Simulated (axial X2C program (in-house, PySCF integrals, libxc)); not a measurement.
Worked dissociation energy of NaMn⁻: BLYP, with spin–orbit coupling

Computed with an axial X2C code built on PySCF integrals. Two-component (2c) means X2C with spin–orbit coupling and atomic mean-field two-electron Coulomb and Gaunt terms. Basis: Mn dyall-acv3z [10s11p7d4f2g], Na dyall-av3z [10s9p5d2f] (cores contracted in-house); Gaussian nuclei, density fitting, unrestricted open shells. Masses: Mn 54.938 u, Na 22.990 u.

Molecular state: Ω = 5/2 (⟨Sz⟩ = 2.50, ⟨Lz⟩ = 0.00 at BLYP).

* E(Mn) (2M_J = 5): -1158.344983 hartree
* E(Na-) (2M_J = 0): -162.508436 hartree
* E(NaMn⁻) at Re: -1320.874649 hartree
* ωe: 79.0 cm⁻¹

Task: Work out De and D0.

Result: De = -1158.344983 + (-162.508436) − (-1320.874649) = 0.02123 hartree = 0.578 eV. The zero-point energy is ωe/2 = 39 cm⁻¹ = 0.005 eV, so D0 = 0.573 eV.

The state is a single determinant with fixed occupations, the lowest that a limited PBE0 search found. Dissociation energies refer to the lowest single-determinant-based atoms at the same level and basis. Density functionals use the spin component along the axis (collinear). Other states lie close and PBE0, whose exact exchange favours high spin, may order them wrongly; the determinant shown need not be the ground state. The nearest other 2c determinant of the search, Ω = 7/2, lies 0.41 eV up at the distance of the search. With several unpaired electrons one determinant need not be a pure state. Some points did not converge and are left out. The highest occupied level of some functionals is positive through self-interaction error; at Hartree–Fock it is bound. This is the top spin component of a Σ state; components of lower Ω are not single determinants and can lie lower.

Each atomic determinant is the lowest at this level and need not be a pure J level. Totals compare only within one Hamiltonian and basis.
